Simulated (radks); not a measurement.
Spherical quantum dot in the effective-mass picture: electrons in a hard-walled sphere of radius 2.83, all in effective atomic units (hartree* = m*/eps^2 hartree, bohr* = eps/m* bohr), one dielectric constant everywhere. Method: non-relativistic Kohn-Sham, exchange-only LDA, spin-polarised, spherical densities; computed with a radial shooting solver with Libxc functionals. Levels are named by radial order and angular momentum (1s, 1p, 1d, 2s, ...), and open shells are averaged over m. Results are scaled to m* = 0.039 and eps = 4.1, for which hartree* = 63.13 meV and bohr* = 5.563 nm.

N = 17, configuration 1s2 1p6 1d(up 5, down 4). This is the lowest configuration that the search found. Occupied and some empty levels:

| level | occupation | eigenvalue (meV) | <r> (nm) |
|---|---|---|---|
| 1s up | 1 | 538.52 | 9.902 |
| 1s down | 1 | 539.96 | 9.887 |
| 1p up | 3 | 563.04 | 10.55 |
| 1p down | 3 | 564.57 | 10.55 |
| 1d up | 5 | 602.29 | 11.04 |
| 1d down | 4 | 603.87 | 11.03 |
| 1f up | 0 | 654.28 | 11.41 |
| 1f down | 0 | 655.87 | 11.41 |
| 2s up | 0 | 665.10 | 7.199 |
| 2s down | 0 | 665.87 | 7.199 |
| 2p up | 0 | 737.35 | 8.280 |
| 2p down | 0 | 738.33 | 8.276 |

Energy (meV): total 5730.04, kinetic 1905.6, external 0, Hartree 4325.0, exchange-correlation -500.51.
